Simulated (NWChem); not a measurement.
# SnH2O, singlet; SMILES [OH][SnH]

Program: NWChem. Low-valent species are run as closed-shell singlets; no triplet was tried in these runs. Structure relaxed at the PBE0/def2-SVP level. def2 effective core potentials on Sn; no spin-orbit coupling. B3LYP is NWChem's, with the RPA form of VWN correlation. Vertical excitations in the gas phase; the lowest state need not have the same character in each row.

**Question.** Among these, which level gives the highest value of “lowest excitation, singlet (eV)”?
(A) PBE/def2-SVP, TDA
(B) LDA (Slater exchange, VWN5)/def2-SVP, TDA
(C) B3LYP/def2-SVP, TDA

**Answer.** C, B3LYP/def2-SVP, TDA. Values: LDA (Slater exchange, VWN5)/def2-SVP, TDA 3.06; PBE/def2-SVP, TDA 3.14; B3LYP/def2-SVP, TDA 3.24
